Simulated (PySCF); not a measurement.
## Run times: zinc in cc-pVTZ-DK

Measured wall times of calculations with PySCF 2.14 in cc-pVTZ-DK, with the spin-free X2C one-electron Hamiltonian (Gaussian nucleus), run from one Python driver. Hardware: 1 thread of Neoverse-N1 on a shared host, 1.3 GiB allowed. The two-electron integrals over 68 functions were computed once and kept in memory (1.6 CPU seconds with the set-up); the times below exclude them. Kohn-Sham runs start from converged Hartree-Fock orbitals.

Launch command (the driver calls PySCF for each step listed in the task file):

```bash
OMP_NUM_THREADS=1 python atomrun2.py TASK.json OUT
```

| species | step | iterations | wall time (s) |
| --- | --- | --- | --- |
| Zn⁺ [Ar] 3d10 4s1 | UHF | 3 | 0.57 |
| Zn⁺ [Ar] 3d10 4s1 | PBE0 | 6 | 1.5 |
| Zn⁺ [Ar] 3d10 4s1 | MP2 (11 electrons) |  | 0.29 |
| Zn²⁺ [Ar] 3d10 | UHF | 1 | 0.45 |
| Zn²⁺ [Ar] 3d10 | MN15 | 6 | 3 |
| Zn²⁺ [Ar] 3d10 | PBE0 | 5 | 1.3 |
| Zn²⁺ [Ar] 3d10 | MP2 (10 electrons) |  | 0.28 |

(1) Roughly how long does MN15 take for Zn⁺ [Ar] 3d10 4s1 here?

Peak memory of the process: 0.24 GiB. Times on a shared host vary from run to run.

## Answers

(1) About 3.4 s.
